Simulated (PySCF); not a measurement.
Mo(NH)2(Cl)(NH2) (ClH4MoN3), SMILES [NH]=[Mo](=[NH])([NH2])[Cl], multiplicity 1. Heavy atoms are numbered as in [Mo:1](=[NH:2])(=[NH:4])([Cl:6])[NH2:7]. Hydrogens are named by the atom that carries them.

Geometry: r2SCAN-D4/def2-SVP. The spin state was assumed, not searched. The def2 effective core potentials stand for the cores of Mo; spin–orbit coupling is left out. One conformer was computed; it need not be the lowest.

All values below come from PBE/def2-TZVP (PySCF).

ESP charges are fitted to the potential on shells at 1.4 to 2.0 van der Waals radii. Atomic charges (e), one atom of each kind:

```json
[
 {"atom": "Mo1", "ESP fit": "0.91", "Mulliken": "1.45", "Löwdin": "0.32"},
 {"atom": "N2 (NH)", "ESP fit": "-0.65", "Mulliken": "-0.64", "Löwdin": "-0.32"},
 {"atom": "H on N2", "ESP fit": "0.37", "Mulliken": "0.23", "Löwdin": "0.15"},
 {"atom": "Cl6", "ESP fit": "-0.25", "Mulliken": "-0.39", "Löwdin": "0.01"},
 {"atom": "N7 (NH2)", "ESP fit": "-0.85", "Mulliken": "-0.75", "Löwdin": "-0.32"},
 {"atom": "H on N7", "ESP fit": "0.37", "Mulliken": "0.25", "Löwdin": "0.16"}
]
```
